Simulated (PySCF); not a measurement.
Gas-phase reaction: SnBr₂ + 2 Cl₂ = SnCl₂ + 2 BrCl, at 800 K and a standard pressure of 1 bar. Level: PBE/def2-SVP.

Energies from PySCF, thermal terms from the rigid-rotor harmonic-oscillator model, ideal gas at 1 bar. All species are closed-shell singlets. Sn: scalar-relativistic def2 core potential, no spin-orbit coupling. Br: all electrons, no relativistic terms. The harmonic model lacks anharmonicity and excited electronic states, which grow with temperature; levels with a mode under 35 cm⁻¹ are left out. Soft modes under 120 cm⁻¹ make the harmonic entropy rough for SnBr₂, SnCl₂.

```csv
species,E (Ha),H(800 K) − E (kJ/mol),S°(800 K) (J/mol/K)
SnBr₂,-5361.33124,46.8,387.3
Cl₂,-919.69088,30.4,259.7
SnCl₂,-1134.14197,47.0,363.2
BrCl,-3033.29818,30.2,276.8
```
E: electronic energy; H − E holds the zero-point and thermal terms. 1 Ha = 2625.5 kJ/mol.

Task: Work out ΔH°, ΔS°, ΔG° and log10 K from these numbers.

Result: 1. ΔE = 1×(-1134.14197) + 2×(-3033.29818) − 1×(-5361.33124) − 2×(-919.69088) = -0.02533 Ha = -66.5 kJ.
2. Δ(H − E) = 1×(47.0) + 2×(30.2) − 1×(46.8) − 2×(30.4) = -0.2 kJ, so ΔH° = -66.7 kJ.
3. ΔS° = 1×(363.2) + 2×(276.8) − 1×(387.3) − 2×(259.7) = 10.1 J/K; the number of gas molecules stays the same.
4. ΔG° = ΔH° − TΔS° = -66.7 − 800×(10.1)/1000 = -74.8 kJ.
5. log10 K = −ΔG°/(RT ln 10) = 4.88, with RT ln 10 = 15.32 kJ/mol; at standard pressures the products are favoured.
6. A shift of 10 kJ in ΔE would move log10 K by 0.65 here.
For scale, ΔH°(298 K) is -66 kJ at this level, -57 kJ at ωB97M-V/def2-TZVP†, and runs from -68 to -29 kJ over the 18 levels computed († marks an energy on the PBE0/def2-TZVP geometry).
